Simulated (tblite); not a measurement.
C2H8NSSi2 (doublet state).
Atom-mapped SMILES: `[CH2:1]=[N:2][SiH:3][CH2:4][S:5][SiH3:6]` (hydrogens: H7, H8 on C1; H9 on Si3; H10, H11 on C4; H12, H13, H14 on Si6)

Geometry (GFN2-xTB, Å), atoms numbered from 1 in this order:
```xyz
14
C2H8NSSi2 angstrom
C     -2.448    1.499   -0.320
N     -1.608    0.538   -0.063
Si    -1.058   -0.858   -0.739
C      0.224   -1.672    0.376
S      1.933   -1.427   -0.276
Si     2.293    0.619    0.220
H     -2.579    2.262    0.432
H     -3.017    1.585   -1.236
H     -1.183   -1.511   -2.035
H      0.107   -2.753    0.406
H      0.203   -1.295    1.395
H      1.326    1.441   -0.496
H      3.659    0.810   -0.236
H      2.147    0.762    1.664
```

Method: GFN2-xTB as coded in tblite; computed harmonic values from a numerical Hessian at the method's own geometry, unscaled. Against measured fundamentals such values can be off by several per cent, at times by over 20. Modes of hydrogen on silicon can be 10 to 20 % off. One conformer, not necessarily the lowest. Open shells enter through the occupations alone, without spin polarisation, and single modes of such species can be off by tens of per cent.

Harmonic wavenumbers (cm⁻¹): 35.8, 42.9, 103.9, 134.1, 138.8, 177.4, 214.4, 301.6, 367.8, 424.4, 511.3, 534.9, 558.9, 639.0, 656.9, 713.5, 737.0, 744.9, 766.7, 776.4, 787.4, 945.4, 1075.5, 1101.9, 1170.6, 1421.8, 1430.9, 1479.3, 2304.4, 2310.4, 2315.9, 2363.1, 2999.9, 3006.8, 3009.9, 3072.9.

A = 2888, B = 1076, C = 837.7 MHz; mass 133.992 u (most abundant isotopes); point group C1, symmetry number 1; spin multiplicity 2.

Question: Zero-point energy?

Answer: ½Σν̃ = 19688 cm⁻¹ = 56.29 kcal/mol.

Question: What is S at 400 K and 1 bar for an ideal gas of classical rigid rotors and harmonic oscillators?

Answer: Translation 42.08, rotation 30.08, vibration 41.36, spin (R ln 2) 1.38: S = 114.9 cal/(mol K).

Question: And Cp and H(400 K) − H(0)?

Answer: Cp = 44.10 cal/(mol K), of which vibrations give 36.15 (their classical limit is 36 R = 71.5); H(400 K) − H(0) = 11.25 kcal/mol without the zero-point energy, 8.07 from vibrations.

Question: Which modes carry the vibrational entropy at 400 K?

Answer: 35.8 cm⁻¹: 6.06; 42.9 cm⁻¹: 5.70; 103.9 cm⁻¹: 3.95; 134.1 cm⁻¹: 3.46; 138.8 cm⁻¹: 3.39; 177.4 cm⁻¹: 2.91 cal/(mol K); the other 30 give 15.88 together.

Question: What must be added to the electronic energy to get the Gibbs energy at 400 K and 1 bar?

Answer: ZPE + [H(400 K) − H(0)] − T·S = 56.29 + 11.25 − 45.96 = 21.58 kcal/mol.

Question: Blend soft modes into free rotors: weight 1/[1 + (100 cm⁻¹/ν̃)⁴] for the oscillator and the rest for a rotor with moment μB/(μ + B), μ = h/(8π²ν), B = 10⁻⁴⁴ kg m². What vibrational entropy results?

Answer: 37.15 cal/(mol K) in place of 41.36, which changes −T·S at 400 K by +1.68 kcal/mol.

Question: How do the functions run with temperature in this model?

Answer: 
```
T (K)  S (cal/(mol K))  Cp (cal/(mol K))  H − H(0) (kcal/mol)  G − H(0) (kcal/mol)  ln q(vib)
  100             73.3              19.7                 1.40                -5.93       2.39
  200             89.8              28.9                 3.83               -14.13       5.31
  300            103.2              37.4                 7.16               -23.79       8.05
  500            125.3              49.2                15.93               -46.72      13.13
  800            150.9              59.5                32.37               -88.33      19.79
 1000            164.7              63.9                44.73              -119.92      23.68
```

q(vib) and H(0) count from the zero-point level.

Hindered rotation and anharmonicity are outside this model. Other conformers, if any are populated, would add a mixing term that is left out. The structure is chiral; the term R ln 2 for an equal mix with its mirror image is left out.
